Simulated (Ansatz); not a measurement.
A structure relaxed at PBE0-D4/def2-TZVP, charge 0, multiplicity 1:

| atom | x (Å) | y (Å) | z (Å) |
| --- | --- | --- | --- |
| F1 | -0.861 | -1.368 | -1.326 |
| B2 | -0.936 | -0.533 | -0.307 |
| F3 | 0.233 | -0.794 | 0.668 |
| B4 | 0.936 | 0.533 | 0.307 |
| F5 | 0.861 | 1.368 | 1.326 |
| F6 | -0.233 | 0.794 | -0.668 |
| H7 | -1.950 | -0.338 | 0.278 |
| H8 | 1.950 | 0.337 | -0.278 |

Give its formula and SMILES.

B2F4H2, `F[B@H-]1[F+][B@H-](F)[F+]1`.

Point group (tolerance 0.08 Å, 0.16 Å for H)?

C2h.

Summarise the bond lengths by kind.

6 × B–F 1.319 to 1.545 Å; 2 × B–H 1.187 Å.

Program: Ansatz 0.2.0.
